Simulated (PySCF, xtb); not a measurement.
CHBrClF, SMILES Cl[C@@H](Br)F.

GFN2-xTB (xtb) at its own geometry gives an orbital gap of 4.73 eV and a dipole moment of 2.77 D.

Coordinates come from a PBE0-D3(BJ)/def2-SVP optimisation.

Problem. What does PBE/def2-TZVPD in PySCF give? (An estimate is asked for; the answer gives what the named calculation found.)

Solution. gap 5.18 eV (levels -7.31 and -2.13 eV), dipole 1.12 D.
